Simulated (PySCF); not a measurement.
Finite-field polarisability of Tl (thallium, neutral)

[Xe] 4f14 5d10 6s2 6p1, 2P determinant. Computed with PySCF 2.14 in def2-TZVPPD with the def2 core potential (60 electrons) (7s5p4d2f, 56 functions), with a scalar-relativistic core potential. Frozen: 5s2 5p6 5d10. Energy changes in a uniform field (μhartree):

| axis | F (au) | HF | MP2 | CCSD | CCSD(T) |
| --- | --- | --- | --- | --- | --- |
| x | 0.0019 | -101.358 | -99.909 | -98.677 | -98.721 |
| x | 0.0038 | -405.670 | -399.854 | -394.921 | -395.097 |
| y | 0.0013 | -98.939 | -96.967 | -95.582 | -95.573 |
| y | 0.0026 | -396.689 | -388.669 | -383.109 | -383.064 |

By symmetry the remaining axis equals x.

Problem. Derive α along x at CCSD(T) from the two fields.

Solution. With ΔE = −αF²/2 − γF⁴/24, α = −(16 ΔE(F) − ΔE(2F))/(6F²) = 54.68 bohr³.

Problem. And the mean polarisability at each level?

Solution. The components xx, yy, zz at CCSD(T) are 54.68, 113.0, 54.68, the third axis being equal by symmetry to one of the two computed. Means: HF 76.43, MP2 75.12, CCSD 74.12, CCSD(T) 74.13 bohr³. Reference: 50 ± 2 bohr³ (recommended; Schwerdtfeger and Nagle, table of static dipole polarizabilities (2023 update)).

CCSD(T) lies more than 5 % above the reference; correlation of the frozen inner shells, absent here, would lower it, and spin-orbit coupling is absent too.

Spin-orbit coupling, absent here, splits the open shell strongly.
